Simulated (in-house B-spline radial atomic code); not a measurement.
Configurations of Zr⁸⁺, with energies counted from [Ar] 3d10 4s2 4p2. Level of theory: Dirac-Hartree-Fock, average of configuration, Fermi nucleus of rms radius 4.2694 fm; calculated with a radial B-spline atomic code at the basis-set limit. Energies include first-order Breit, QED and recoil terms.

Occupations are held fixed; configurations that lie above the ionisation limit could autoionise.

```csv
configuration,E - E(ref) (eV),highest orbital,its <r> (bohr)
[Ar] 3d10 4s1 4p2 4d1,64.717,4d5/2,1.388
[Ar] 3d10 4s1 4p2 4f1,100.83,4f5/2,1.717
[Ar] 3d10 4s1 4p2 5d1,113.73,5d5/2,2.688
[Ar] 3d10 4s1 4p2 5f1,128.19,5f7/2,3.167
[Ar] 3d10 4s1 4p2 5g1,131.23,5g9/2,3.011
[Ar] 3d9 4s2 4p2 7f1,299.26,7f7/2,6.961
[Ar] 3d9 4s2 4p2 7g1,300.56,7g9/2,6.962
[Ar] 3d9 4s2 4p2 8f1,305.02,8f7/2,9.383
```

Question: Order these further configurations by energy, lowest first.
A. [Ar] 3d10 4s2 4p1 7s1
B. [Ar] 3d9 4s2 4p2 5g1
C. [Ar] 3d10 4s2 4p1 5d1
D. [Ar] 3d9 4s2 4p2 7s1
E. [Ar] 3d10 4s1 4p2 7d1

Answer: C (88.863 eV), A (115.4 eV), E (147.34 eV), B (278.86 eV), D (287.75 eV).

Question: How far above the reference does [Ar] 3d10 4s2 4p1 5g1 lie?

Answer: 106.26 eV; its least bound orbital is 5g9/2 with <r> = 3.015 bohr.

Question: How far above the reference does [Ar] 3d10 4s2 4p1 4f1 lie?

Answer: 76.175 eV; its least bound orbital is 4f5/2 with <r> = 1.728 bohr.

Question: How far above the reference does [Ar] 3d10 4s2 4p1 8g1 lie?

Answer: 133.25 eV; its least bound orbital is 8g9/2 with <r> = 9.47 bohr.
